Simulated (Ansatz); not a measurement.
Gas-phase electronic energies from Ansatz, PBE0-D4/def2-TZVP geometries. CCSD(T)/CBS is the MP2 limit (def2-TZVPP, def2-QZVPP) plus CCSD(T) − MP2 in def2-TZVPP, frozen cores. This one scheme is used for every species. DFT in def2-TZVPP. def2 core potentials past Kr. For Te outer-core shells are correlated without core-valence functions, which leaves a few kJ/mol of doubt a bond. Each species was taken in one conformer, which may not be the lowest.

Reaction (ligand exchange at a B–F bond): `OB(O)F` + `C[SiH2][TeH]` → `C[SiH2][Te]B(O)O` + H–F

```json
{"species": "`OB(O)F`", "PBE0-D4 energy (Eh)": "-276.35691"}
{"species": "`C[SiH2][TeH]`", "PBE0-D4 energy (Eh)": "-599.12352"}
{"species": "`C[SiH2][Te]B(O)O`", "PBE0-D4 energy (Eh)": "-775.04909"}
{"species": "H–F", "PBE0-D4 energy (Eh)": "-100.39410"}
```

(1) Work out ΔE.

Largest T1 diagnostic among the species: 0.012.

## Answers

(1) ΔE = (-775.04909) + (-100.39410) − (-276.35691) − (-599.12352) = 0.03724 Eh = +97.8 kJ/mol. CCSD(T)/CBS gives +94.2 kJ/mol.

The D4 term adds −12.6 kJ/mol with B3LYP and −6.9 kJ/mol with PBE0; it sums over pairs of atoms, weighted by their polarisabilities, and B3LYP, whose exchange is more repulsive, gets the larger term. From PBE to PBE0 (25 % exact exchange), in def2-TZVPP and without D4, ΔE moves by +3.7 kJ/mol.

B3LYP here is the variant with VWN-RPA as its local correlation; programs differ in this.
